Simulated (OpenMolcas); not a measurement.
Mn4+ with its 6 nearest fluoride ions at 1.827 Å, on the Ge site of Cs2GeF6 (a = 9.021 Å, distance in the model lattice 1.804 Å). The rest of the host is ab initio model potentials to 7.6 Å and point charges beyond; the distance is set by hand and nothing relaxes. Ligand basis ANO-RCC-VDZP.
```
Mn    0.0000    0.0000    0.0000
F     1.8270    0.0000    0.0000
F     0.0000    1.8270    0.0000
F    -1.8270    0.0000    0.0000
F     0.0000   -1.8270    0.0000
F     0.0000    0.0000    1.8270
F     0.0000    0.0000   -1.8270
```

```yaml
Program: OpenMolcas
Method: "SS-CASPT2, IPEA 0.25 Eh, imaginary shift 0.1 Eh (closed shells correlated: 3s 3p and the ligand valence shells)"
Basis: ANO-RCC-VDZP [5s4p2d1f]
Scalar_Hamiltonian: DKH2, point nucleus
Active_space: 3 electrons in 5 orbitals (3d)
State_averaging: 2S+1 = 4 even, 10 roots; 2S+1 = 2 even, 40 roots
Spin-orbit_coupling: state interaction with AMFI integrals over the reference wave functions
```

(1) What is the spin-free ground state (labels of O, the rotations of Oh)?

(2) Where is the first state of the same spin?

(3) What are the lowest two levels with spin-orbit coupling?

(4) What is χT at 300 K, and how does it compare with the textbook value?

Results:

(1) 4A2, 1-fold in its orbital part; it has the highest spin that d3 allows.

(2) 4T2 at 26800 cm-1 above the ground state.

(3) A 4-fold level Γ8, then a 4-fold level Γ8 14520 cm-1 above it. Their leading multiplicities are 4 (100 %) and 2 (100 %).

(4) The lowest level has 2S+1 = 4, for which the spin-only value is χT = S(S+1) / 2 = 1.875 cm3 K/mol (g = 2). The computed 1.842 at 300 K differs by -0.033, through orbital momentum, spin-orbit coupling and any other state in reach.

Roots that are degenerate in the reference are averaged as groups; the widest CASPT2 spread within a group is 850 cm-1 (the 3-fold group of multiplicity 2 near 89100 cm-1 above the lowest state of its run). Shifts and gaps below about the spread of the groups concerned are not significant. Over all roots computed the reference weight is 0.68 to 0.70; a low but even weight reflects the number of correlated electrons. The least metal-like active orbital is 79 % on the metal (Löwdin) and no ligand orbital is active, so the numbers are rough. Ligand-to-metal charge-transfer states are missing. With no ligand orbital active B as a rule stays too high, so bands that hang on it stand too high and its fall with covalency is understated. With one d shell and no ligand orbital active, 10Dq can be off by a tenth or more. No measured value stands beside these numbers; the geometry was set by hand and not optimised.
